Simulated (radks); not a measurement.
Values are calculated unless marked as measured or tabulated.
Question: Valence configurations of Os (all share [Xe]). Level of theory: scalar-relativistic Kohn-Sham, r2SCAN, spin-polarised, spherical densities, finite nucleus; open shells are filled with parallel spins first (spin-orbit coupling, left out, can overturn this in heavy ions); meta-GGA in the generalised Kohn-Sham scheme; Fermi nuclear charge, rms radius 5.4126 fm (a radial shooting solver on a logarithmic mesh with Libxc functionals). Order these by energy: 4f13 5d7 6s2; 4f14 5d8; 4f14 5d6 6p2; 4f14 5d6 6s2; 4f14 5d6 6s1 6p1; 4f13 5d6 6s2 6p1; 4f13 5d7 6s1.5 6p0.5; 4f14 5d5 6s2 6p1; 4f14 5d6.5 6s1.5; 4f13.5 5d6.5 6s2.

Answer: From the lowest, in eV above it: 4f14 5d6 6s2 0.000; 4f14 5d6.5 6s1.5 0.498; 4f14 5d6 6s1 6p1 3.229; 4f14 5d5 6s2 6p1 3.585; 4f14 5d8 3.768; 4f14 5d6 6p2 9.233; 4f13.5 5d6.5 6s2 24.862; 4f13 5d7 6s2 51.696; 4f13 5d7 6s1.5 6p0.5 53.825; 4f13 5d6 6s2 6p1 57.188. NIST lists [Xe] 4f14 5d6 6s2 as the ground configuration; this level of theory agrees among the configurations tried. The energies are those of spherical high-spin densities, not of single terms.
